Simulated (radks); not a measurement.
The numbers below are computed, except where a source is named.
Problem. Sm XLVIII, 15 electrons, occupied as [Ne] 3s2 3p3 (the NIST ground configuration). Code: a radial shooting solver on a logarithmic mesh with Libxc functionals. Model: Dirac Kohn-Sham, BLYP, spin-unpolarised, spherical densities, finite nucleus; open shells fill j = l - 1/2 first; Fermi nuclear charge, rms radius 5.0819 fm. Some entries of the table are withheld. Estimate them.

orbital,occ.,eigenvalue (eV),<1/r> (bohr^-1),<r^2> (bohr^2)
1s1/2,2,-49808.83,68.83,0.0007044
2s1/2,2,-10658.35,(1),0.01075
2p1/2,2,-10301.04,16.51,0.007804
2p3/2,4,-9682.459,14.73,0.008970
3s1/2,2,-4214.866,6.666,0.06128
3p1/2,2,(2),(3),0.05555
3p3/2,1,(4),(5),0.06034

Solution. 
(1) 2s1/2 <1/r> (bohr^-1): 16.57
(2) 3p1/2 eigenvalue (eV): -4084.091
(3) 3p1/2 <1/r> (bohr^-1): 6.599
(4) 3p3/2 eigenvalue (eV): -3925.766
(5) 3p3/2 <1/r> (bohr^-1): 6.129
